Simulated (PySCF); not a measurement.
PySCF input:

```python
from pyscf import gto, scf, dft

mol = gto.M(
    atom='''
    C     2.04462694   -0.26072727   -0.21603242
    Ge   -0.15724514    0.02005163    0.01661430
    O    -0.75728358   -0.82430760   -1.37375572
    O    -0.28633018    1.74863104   -0.02169603
    O    -0.43684576   -0.73553782    1.55187503
    H     2.13849568   -0.02967920   -1.27269705
    H     2.39070240    0.48530163    0.49277458
    H     2.11873970   -1.30335590    0.07751068
    H    -1.05118875   -1.73869048   -1.23760912
    H    -0.51661491    2.15171939   -0.87345945
    H    -0.47237492   -0.15286888    2.32663099
    ''',
    basis='def2-tzvpd',
    charge=1,
    spin=1,
    verbose=4,
)

mf = dft.UKS(mol, xc='tpssh').density_fit(auxbasis='def2-universal-jkfit')
mf.grids.level = 3
mf.conv_tol = 1e-9
mf.max_cycle = 100
mf.max_memory = 1500
mf.kernel()
if not mf.converged:
    mf = mf.newton()
    mf.kernel(mf.make_rdm1())
for _ in range(2):
    mo, _, stable, _ = mf.stability(return_status=True)
    if stable:
        break
    mf.kernel(mf.make_rdm1(mo, mf.mo_occ))
mf.analyze()
```

Task: Predict the final energy.

Result: -2344.21473 Eh (TPSSh/def2-TZVPD).
